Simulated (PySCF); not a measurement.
Method: PySCF 2.14.0 with CAM-B3LYP-D3(BJ)/def2-TZVP. Gas-phase values, no solvent. Delta-SCF ions had no search for a lower state. 

Reference species (SMILES): `B=C=BC` (neutral, multiplicity 1).

```
Item                                      Value
--------------------------------------  -------
vertical ionisation energy (Delta-SCF)  9.23 eV
HOMO–LUMO gap                           8.15 eV
```

Changed species: `B1=BCC1`.

Problem. What does the change do to the vertical ionisation energy (Delta-SCF) and HOMO–LUMO gap?

Solution. the vertical ionisation energy (Delta-SCF) decreases by 1.90 eV, to 7.33 eV; the HOMO–LUMO gap decreases by 3.23 eV, to 4.92 eV.
